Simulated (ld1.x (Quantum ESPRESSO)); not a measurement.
tellurium: one change to a TM potential, before and after

- Element: tellurium (Te)
- Generator: ld1.x (Quantum ESPRESSO) 7.5
- Type: norm-conserving Troullier–Martins (Kleinman–Bylander form)
- Functional: BLYP
- Relativity: scalar-relativistic
- Frozen core: [Kr] 4d10
- Valence charge: 6
- Reference configuration: 5s2 5p1 (charge +3)
- Partial waves: 5p (bound): rc 2.05 bohr; 5s (bound): rc 1.65 bohr
- Local potential: the s channel
- Core correction: Bessel-smoothed model core inside 1.55 bohr

All-electron outer shells of the reference configuration (BLYP, scalar-relativistic, ld1.x):

```csv
shell,level (eV),outermost node (bohr),outermost maximum (bohr)
5s,-42.69,0.91,1.73
5p,-31.62,0.99,1.99
```

Change: all radii but the core radius scaled by about 0.79 (s 1.30, p 1.62 bohr).

Cutoffs: the cutoffs (Ry, on a coarse ladder) from which the occupation-weighted sum of valence levels, in a spherical-Bessel basis at the reference potential, stays within 10 and 1 mRy of its value at 400 Ry; they do not see the model core or the augmentation charge, which bear on the density cutoff. Errors are all-electron minus pseudo energies relative to the spin-unpolarised reference configuration.

Problem. What does the change do?

Solution. The potential gets harder (30 Ry and 60 Ry → 120 Ry and 200 Ry); a bound ghost appears in p, which as a rule spoils a file; of the 7 tests that both files solve, the error grows in 4 and shrinks in 2 by more than 15 % and 0.3 meV (median size 17.7 → 27.8 meV). A smaller radius makes the pseudo-wave follow the all-electron one further in, where it bends more sharply, so more plane waves are needed.

```csv
quantity,base,changed
"cutoff, loose",30 Ry,120 Ry
"cutoff, tight",60 Ry,200 Ry
loose cutoff by channel (10 mRy a level),"p 15 Ry, s 25 Ry","p 40 Ry, s 55 Ry"
bound ghosts,none,p
"error for 5s2 5p4, meV [ΔE -54.25 eV]",-26,-35
"error for 5s2 5p3, meV [ΔE -44.67 eV]",-18,-19
"error for 5s2 5p2, meV [ΔE -26.86 eV]",-4.1,-3.1
"error for 5s2 5p0, meV [ΔE 36.56 eV]",-33,-24
"error for 5s1 5p5, meV [ΔE -44.94 eV]",-5.3,-37
"error for 5s0 5p6, meV [ΔE -35.42 eV]",-5.4,-56
"error for 5s2 5p3.5, meV [ΔE -50.43 eV]",-23,-28
```

 A true bound ghost makes a file unfit for plane-wave use even where its test errors are small: the radial tests pick states by their node count and pass the ghost by.
